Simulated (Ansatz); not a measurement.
Reaction (cleavage of the Si–In bond): `F[SiH2][InH2]` + `O[SiH3]` → `F[SiH2]O[SiH3]` + `[InH3]`

Computed with Ansatz on PBE0-D4/def2-TZVP structures; ΔE is electronic, products minus reactants. CCSD(T)/CBS adds triple-zeta CCSD(T) − MP2 to the extrapolated MP2 energy (def2 sets, frozen cores). Functionals use def2-TZVPP. HSE06 is defined as in plane-wave codes. def2 core potentials past Kr. For In outer-core shells are correlated without core-valence functions, which leaves a few kJ/mol of doubt a bond. One conformer a species, not always the lowest.

Problem. Is it downhill or uphill in electronic energy at CCSD(T)/CBS, and by how much? (Estimate.)

Solution. Ansatz gave: Downhill: ΔE = -1.17 eV.

Problem. What do these levels give: LDA (SPW92), B2PLYP, HSE06, BHLYP, RPA@PBE/def2-TZVPP, HF/def2-SVP? (An estimate is asked.)

Solution. Ansatz gave: LDA (SPW92) -1.00, B2PLYP -1.20, HSE06 -1.01, BHLYP -1.28, RPA@PBE/def2-TZVPP -1.20, HF/def2-SVP -1.33 eV.

Problem. What do rigid-rotor, harmonic-oscillator terms from PBE0-D4/def2-TZVP frequencies (298.15 K, 1 bar) make of the CCSD(T)/CBS value? (Best estimate.)

Solution. Ansatz gave: ΔZPE = -0.07 eV, ΔH = -1.25 eV, ΔS = -14 J/(mol·K), ΔG = -1.20 eV. Modes under 50 cm⁻¹ make the entropy rough.

Largest T1 diagnostic among the species: 0.014.

From r2SCAN to r2SCAN0 (25 % exact exchange), in def2-TZVPP and without D4, ΔE moves by −0.04 eV. The D4 term adds −0.04 eV with B3LYP and −0.02 eV with PBE0; it sums over pairs of atoms, weighted by their polarisabilities, and B3LYP, whose exchange is more repulsive, gets the larger term.

B3LYP here is the variant with VWN-RPA as its local correlation; programs differ in this.
